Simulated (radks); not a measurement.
Effect of the nuclear size on the neon ion Ne8+, [He]. All-electron calculation, Dirac Kohn-Sham, LDA (Slater exchange, Perdew-Wang correlation), spin-unpolarised, spherical densities, finite nucleus; Fermi nuclear charge, rms radius 3.0055 fm. Program: a radial shooting solver on a logarithmic mesh with Libxc functionals. The rms radius is varied about that value; shifts are against it.

rms radius (fm) = 2.5968: total energy shift (eV) -0.000287; density at nucleus (e/bohr^3) 615.7; 1s1/2 shift (meV) -0.127
rms radius (fm) = 2.711: total energy shift (eV) -0.000211; density at nucleus (e/bohr^3) 615.5; 1s1/2 shift (meV) -0.093
rms radius (fm) = 3.0055: total energy shift (eV) 0; density at nucleus (e/bohr^3) 615.1; 1s1/2 shift (meV) 0.000
rms radius (fm) = 3.297: total energy shift (eV) 0.000230; density at nucleus (e/bohr^3) 614.7; 1s1/2 shift (meV) 0.101
rms radius (fm) = 3.5465: total energy shift (eV) 0.000443; density at nucleus (e/bohr^3) 614.4; 1s1/2 shift (meV) 0.196

Slopes of the eigenvalues against <r^2> in GHz/fm^2, as finite differences over the two radii next to the reference (eigenvalue slopes, not the field-shift constants of lines): 1s1/2 13.4.
